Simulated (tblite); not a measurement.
C₅H₉BO₃Si.
SMILES with atom numbers: `[O:1]=[CH:2][CH2:3][SiH2:4][C:5]1=[CH:6][O:7][BH2-:8][O+:9]=[CH:10]1` (hydrogens: H11 on C2; H12, H13 on C3; H14, H15 on Si4; H16 on C6; H17, H18 on B8; H19 on C10)
Bond orders are those of one Lewis drawing.

Computed with GFN2-xTB (tblite), gas phase: L-BFGS steps from a force-field or distance-geometry start until the largest atomic force falls under 0.01 eV/Å.

At the end of the run (lengths in Å): C6–O7 1.257, C5–C10 1.401, C3–Si4 1.928, C5=C6 1.397, B8–O9 1.539, Si4–C5 1.873, O7–B8 1.542, O1–C2–C3 125.5°, C5–C6–O7 126.3°, C6–C5–C10 114.7°, Si4–C5–C6 123.3°, O1–C2–C3–Si4 87°, C2–C3–Si4–C5 51°, C3–Si4–C5–C6 106°, H17–B8–O7–C6 -126°, H17–B8–O9–C10 126°.

Problem. These geometries were met on the way; a selection of coordinates is given. Order them by energy above the end point, lowest first.
A. C6–O7 1.261, C5–C10 1.422, C3–Si4 1.905, C5=C6 1.410, B8–O9 1.531, Si4–C5 1.857, O7–B8 1.550, O1–C2–C3 123.2°, C5–C6–O7 123.1°, C6–C5–C10 115.5°, Si4–C5–C6 121.5°, O1–C2–C3–Si4 67°, C2–C3–Si4–C5 61°, C3–Si4–C5–C6 85°, H17–B8–O7–C6 -96°, H17–B8–O9–C10 101°
B. C6–O7 1.260, C5–C10 1.399, C3–Si4 1.927, C5=C6 1.393, B8–O9 1.541, Si4–C5 1.867, O7–B8 1.576, O1–C2–C3 124.2°, C5–C6–O7 126.3°, C6–C5–C10 115.2°, Si4–C5–C6 122.0°, O1–C2–C3–Si4 64°, C2–C3–Si4–C5 62°, C3–Si4–C5–C6 85°, H17–B8–O7–C6 -97°, H17–B8–O9–C10 100°
C. C6–O7 1.268, C5–C10 1.397, C3–Si4 1.921, C5=C6 1.391, B8–O9 1.534, Si4–C5 1.870, O7–B8 1.566, O1–C2–C3 123.4°, C5–C6–O7 124.5°, C6–C5–C10 116.5°, Si4–C5–C6 121.4°, O1–C2–C3–Si4 66°, C2–C3–Si4–C5 61°, C3–Si4–C5–C6 85°, H17–B8–O7–C6 -97°, H17–B8–O9–C10 101°
D. C6–O7 1.259, C5–C10 1.400, C3–Si4 1.929, C5=C6 1.396, B8–O9 1.540, Si4–C5 1.875, O7–B8 1.536, O1–C2–C3 124.8°, C5–C6–O7 126.2°, C6–C5–C10 114.6°, Si4–C5–C6 122.8°, O1–C2–C3–Si4 65°, C2–C3–Si4–C5 63°, C3–Si4–C5–C6 84°, H17–B8–O7–C6 -97°, H17–B8–O9–C10 99°
E. C6–O7 1.397, C5–C10 1.477, C3–Si4 1.873, C5=C6 1.344, B8–O9 1.502, Si4–C5 1.836, O7–B8 1.505, O1–C2–C3 119.5°, C5–C6–O7 120.7°, C6–C5–C10 118.7°, Si4–C5–C6 120.8°, O1–C2–C3–Si4 69°, C2–C3–Si4–C5 59°, C3–Si4–C5–C6 84°, H17–B8–O7–C6 -98°, H17–B8–O9–C10 101°

Solution. D (0.042 eV), B (0.071 eV), C (0.117 eV), A (0.244 eV), E (0.789 eV).

```
step  E above end (eV)  rms distance from the end, all atoms (Å)  largest force (eV/Å)  rms shift of all bonds from the end (Å)
  10             0.042                                     0.342                 0.128                                    0.003
   5             0.071                                     0.347                 0.373                                    0.009
   3             0.117                                     0.349                 0.715                                    0.009
   1             0.244                                     0.351                 2.644                                    0.016
   0             0.789                                     0.352                 5.190                                    0.045
```

Rows stand in the order of the answer.
